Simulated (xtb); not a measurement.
C2H6Zn, triplet, at a GFN2-xTB geometry (such geometries of metal compounds can be far from the true shape) (a higher spin typed on purpose: for a closed-shell molecule this is an excited state); GFN2-xTB in xtb 6.7.1.

The xtb input:
```
$ xtb mol.xyz --gfn 2 --uhf 2 --acc 1000 --json

# file mol.xyz
9

Zn     0.19054193    -0.64890903     0.11807146
C      0.92061324     1.19842274    -1.15616563
H      1.93030660     0.91575429    -1.41543436
H      0.87661335     2.09130864    -0.55620088
H      0.26322321     1.23423769    -2.01028096
C     -1.51792361     0.83577561     0.78603551
H     -2.24851058     0.16792023     1.21825567
H     -1.89189007     1.36631469    -0.07292682
H     -1.06213831     1.48654517     1.51522418
```

Output, abridged:

```
   ID    Z sym.   atoms
    1   30 Zn     1
    2    6 C      2, 6
    3    1 H      3-5, 7-9

           -------------------------------------------------
          |                Calculation Setup                |
           -------------------------------------------------

molecular fragmentation (1/2 indicates fragments):
111112222
# atoms in fragment 1/2:     5     4
 fragment masses (1/2) :       80.41       15.03
CMA distance (Bohr)    :   4.555
constraining FC (au)   :  0.0500

           -------------------------------------------------
          |                 G F N 2 - x T B                 |
           -------------------------------------------------

          ...................................................
          :                      SETUP                      :
          :.................................................:
          :  # basis functions                  18          :
          :  # atomic orbitals                  18          :
          :  # shells                           12          :
          :  # electrons                        16          :
          :  max. iterations                   250          :
          :  Hamiltonian                  GFN2-xTB          :
          :  restarted?                      false          :
          :  GBSA solvation                  false          :
          :  PC potential                    false          :
          :  electronic temp.          300.0000000     K    :
          :  accuracy                 1000.0000000          :
          :  -> integral cutoff          0.2000000E+02      :
          :  -> integral neglect         0.1000000E-04      :
          :  -> SCF convergence          0.1000000E-02 Eh   :
          :  -> wf. convergence          0.1000000E+00 e    :
          :  Broyden damping             0.4000000          :
          :  net charge                          0          :
          :  unpaired electrons                  2          :
          ...................................................

 iter      E             dE          RMSdq      gap      omega  full diag
   1     -7.6909691 -0.769097E+01  0.866E+00    3.97       0.0  T
   2     -7.7715846 -0.806155E-01  0.255E+00    5.79       1.0  T
   3     -7.8183850 -0.468004E-01  0.271E+00    5.30       1.0  T
   4     -7.8374029 -0.190179E-01  0.295E-01    5.79       1.0  T
   5     -7.8373767  0.261764E-04  0.127E-01    5.78       1.0  T
[...]
         :: total energy              -7.726307607603 Eh    ::
[...]
     3   1 H        0.926     0.030     2.588     2.516
     4   1 H        0.926     0.036     2.498     2.471
     5   1 H        0.926     0.032     2.563     2.503
     6   6 C        3.338    -0.174    29.614     8.611
     7   1 H        0.926     0.030     2.588     2.516
     8   1 H        0.926     0.036     2.498     2.471
     9   1 H        0.926     0.032     2.563     2.503

 Mol. C6AA /au·bohr⁶  :        989.595247
 Mol. C8AA /au·bohr⁸  :      35828.994675
 Mol. α(0) /au        :         54.044244

Wiberg/Mayer (AO) data.
largest (>0.10) Wiberg bond orders for each atom

 ---------------------------------------------------------------------------
     #   Z sym  total        # sym  WBO       # sym  WBO       # sym  WBO
 ---------------------------------------------------------------------------
     1  30 Zn   1.031 --     2 C    0.471     6 C    0.471
     2   6 C    3.524 --     4 H    0.986     5 H    0.982     3 H    0.977
                             1 Zn   0.471     6 C    0.102
     3   1 H    0.999 --     2 C    0.977
     4   1 H    0.999 --     2 C    0.986
     5   1 H    0.999 --     2 C    0.982
     6   6 C    3.524 --     8 H    0.986     9 H    0.982     7 H    0.977
                             1 Zn   0.471     2 C    0.102
     7   1 H    0.999 --     6 C    0.977
     8   1 H    0.999 --     6 C    0.986
     9   1 H    0.999 --     6 C    0.982
 ---------------------------------------------------------------------------

Topologies differ in total number of bonds
Writing topology from bond orders to xtbtopo.mol

molecular dipole:
                 x           y           z       tot (Debye)
 q only:        0.117      -0.397       0.072
   full:        0.010      -0.034       0.006       0.092
molecular quadrupole (traceless):
                xx          xy          yy          xz          yz          zz
 q only:       -0.380      -0.084       0.420       0.823       0.159      -0.040
  q+dip:       -0.033       0.093      -0.120       0.284       0.143       0.153
   full:        0.197       0.503      -0.897       0.610       0.514       0.700

           -------------------------------------------------
          | TOTAL ENERGY               -7.726307607603 Eh   |
          | GRADIENT NORM               0.000037515756 Eh/α |
          | HOMO-LUMO GAP               5.786201207304 eV   |
           -------------------------------------------------

normal termination of xtb
```
